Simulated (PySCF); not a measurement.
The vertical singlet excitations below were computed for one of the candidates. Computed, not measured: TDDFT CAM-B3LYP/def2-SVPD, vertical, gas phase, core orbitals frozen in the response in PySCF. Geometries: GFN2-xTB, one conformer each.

```
state  λ (nm)       f
   S1   213.7  0.0086
   S2   187.5   0.139
   S3   181.0  0.0042
   S4   171.1   0.036
   S5   170.6  0.0038
   S6   165.2  0.0024
   S7   162.6  0.0017
   S8   158.1   0.023
```

Question: Which structure fits?
A. `Cc1cpc(Cl)cn1`
B. `CCn1nncc1C`
C. `C[C@@H](N)C1CCC1`

Answer: B. Its S1 lies at 5.80 eV; the nearest of the others has S1 at 6.38 eV. S1 is HOMO-1→LUMO+1 (69%), HOMO-1→LUMO (16%), HOMO-1→LUMO+2 (10%). Löwdin shares by element: HOMO carbon 51% or more, nitrogen 30% or more (atoms not listed hold the other 18%); LUMO carbon 39% or more, hydrogen 9% or more (atoms not listed hold the other 52%). At the same level the other candidates give, for their lowest levels:
- `Cc1cpc(Cl)cn1`: 291 nm (f 0.009); 279 nm (f 0.051); 248 nm (f 0.000); 237 nm (f 0.035); 231 nm (f 0.010); T1 3.22 eV; HOMO -8.64, LUMO -1.24 eV
- `C[C@@H](N)C1CCC1`: 194 nm (f 0.030); 173 nm (f 0.007); 163 nm (f 0.001); 159 nm (f 0.006); 150 nm (f 0.025); T1 6.08 eV; HOMO -8.25, LUMO 1.42 eV

The values belong to the conformer `[CH3:1][CH2:2][n:3]1[n:4][n:5][cH:6][c:7]1[CH3:8]`: C1–C2–N3–N4 -93°.
Triplets come from the Tamm–Dancoff approximation.
